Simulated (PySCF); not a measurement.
Gas-phase reaction: GeI₄ + Cl₂ = GeCl₂ + 2 I₂

Computed with PySCF and rigid-rotor harmonic-oscillator thermochemistry at 1 bar. † marks an energy on the PBE0/def2-TZVP geometry and frequencies. MP2 freezes the core. All species are closed-shell singlets. B3LYP is the form with VWN-RPA correlation. I: scalar-relativistic def2 core potential, no spin-orbit coupling. Ge: all electrons, no relativistic terms. MP2 isn't extrapolated to the basis-set limit; its ΔH°(298 K) is 77.0 kJ in def2-SVP and 102.2 kJ in def2-TZVPP. The harmonic model lacks anharmonicity and excited electronic states, which grow with temperature; levels with a mode under 35 cm⁻¹ are left out. Soft modes under 120 cm⁻¹ make the harmonic entropy rough for GeI₄.

ΔH° and ΔS° at 298 K: B3LYP/def2-TZVP† -7 kJ, 162 J/K; HF/def2-TZVP† 7 kJ, 162 J/K; MP2/def2-TZVPP† 102 kJ, 162 J/K.

With the heat capacities included, give log10 K (1 bar) at 500, 600, 800, 1000, 1200 K from B3LYP/def2-TZVP†, HF/def2-TZVP†, MP2/def2-TZVPP†.


```tsv
T (K)	B3LYP/def2-TZVP†	HF/def2-TZVP†	MP2/def2-TZVPP†
500	9.1	7.6	-2.3
600	8.9	7.7	-0.6
800	8.7	7.8	1.6
1000	8.5	7.8	2.8
1200	8.4	7.7	3.6
```
